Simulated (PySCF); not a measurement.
SiBr2, optimised at GFN2-xTB:

```xyz
3

Si     0.0475     0.0996     0.1667
Br     0.8200     0.2841    -1.9494
Br    -1.2189    -1.7625    -0.0279
```

Computed with PySCF (xtb for GFN2) and rigid-rotor harmonic-oscillator thermochemistry at 1 bar. 6-31G* has spherical d functions here. All species are closed-shell singlets. B3LYP is the form with VWN-RPA correlation. Br: all electrons, no relativistic terms.

**Question.** List the harmonic frequencies (cm⁻¹, unscaled) at this level and at the other levels, each on its own geometry.

**Answer.** 
- GFN2-xTB: 115, 357, 364
- B3LYP/6-31G*: 118, 390, 394
- HF/6-31G*: 135, 418, 419
- PBE/def2-SVP: 115, 393, 400
- PBE0/def2-TZVP: 123, 407, 407
